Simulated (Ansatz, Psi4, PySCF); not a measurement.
chlorotrifluoromethane (CClF$_{3}$), singlet, geometry from GFN2-xTB. Base run: PySCF with CCSD(T)/STO-3G.

PySCF was given this input:
```python
from pyscf import gto, scf, cc

mol = gto.Mole()
mol.atom = '''
    F    -0.861346   -0.632540   -1.028742
    C    -0.350356   -0.007744    0.018897
    F    -0.844074    1.218756    0.050069
    F    -0.745765   -0.640392    1.110886
    Cl    1.421341    0.031415   -0.076664
'''
mol.basis = 'sto-3g'
mol.charge = 0
mol.spin = 0
mol.verbose = 4
mol.build()

mf = scf.RHF(mol)
mf.kernel()

mycc = cc.CCSD(mf)
mycc.kernel()
et = mycc.ccsd_t()
print('E(CCSD(T)) = %.10f' % (mycc.e_tot + et))
```

The same geometry, method and basis name were run in Ansatz (a quantum-chemistry and plane-wave program) and Psi4 and PySCF, at each program's defaults and at the settings that a row names. The base is PySCF at its defaults. Differences at the defaults can come from grids, fitting, cores and function types together.

```tsv
code and settings	ΔE vs base (mEh)	basis functions	E (Eh)	SCF cycles
PySCF, defaults (exact integrals, spherical functions, all electrons correlated)	0.000	29	-786.23694	8
Psi4, defaults (exact integrals, spherical functions, all electrons correlated)	0.000	29	-786.23694	9
Ansatz, defaults (factorised integrals, spherical functions, frozen core)	0.508	29	-786.23643	-
PySCF, frozen core	0.498	29	-786.23644	8
Psi4, exact integrals, spherical functions, frozen core	0.498	29	-786.23644	9
Ansatz, high accuracy, frozen core	0.498	29	-786.23644	-
```
